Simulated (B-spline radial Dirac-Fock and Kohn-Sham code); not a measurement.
**Subshell photoionisation cross sections of V⁵⁺ against photon energy**

System: the V⁵⁺ ion in the configuration 1s2 2s2 2p6 3s2 3p6.

Input of the calculation (task.json; shells as n, l, electrons):

```json
{"items": [{
  "Z": 23,
  "q": 5,
  "cfg": [[1, 0, 2], [2, 0, 2], [2, 1, 6], [3, 0, 2], [3, 1, 6]],
  "A": 51,
  "rrms": 3.6002,
  "do": ["binding", "quiet", "photo", "scan"],
  "hv": [52.4, 60, 80, 100, 313.0, 444.0, 8047.8, 12000, 15100.0, 30000, 38200.0, 56600.0, 150000, 162000.0, 197000.0, 200000]
}]}
```

Run with: `python xray_run.py task.json out`

The computed values come from a radial atomic solver: Dirac-Hartree-Slater photoionisation with all multipoles and Dirac-Fock thresholds. Values are in kb; a dash marks an energy below the computed threshold. Values for outer subshells far above threshold carry numerical ripple of a few per cent.

```
hν (eV)       1s     2p1/2        3s     3p1/2     3p3/2
    313        –         –       146       185       370
    444        –         –      79.8      92.9       184
 8047.8     16.6     0.212     0.180    0.0309    0.0580
  12000     5.62    0.0520    0.0640   0.00770    0.0143
  15100     2.95    0.0228    0.0345   0.00343   0.00632
  30000    0.400   0.00181   0.00505  0.000279  0.000500
  38200    0.194  0.000732   0.00249  0.000113  0.000199
  56600   0.0585  0.000166  0.000772  2.58e-05  4.44e-05
 150000  0.00284  4.41e-06  3.92e-05  6.91e-07  1.10e-06
 162000  0.00224  3.34e-06  3.10e-05  5.24e-07  8.25e-07
 197000  0.00123  1.67e-06  1.70e-05  2.62e-07  4.06e-07
 200000  0.00117  1.58e-06  1.63e-05  2.48e-07  3.84e-07
```

At 200000 eV the multipoles beyond E1 give 45.8 % of 1s, 60.3 % of 2p1/2, 46.0 % of 3s, 60.2 % of 3p1/2, 55.6 % of 3p3/2.
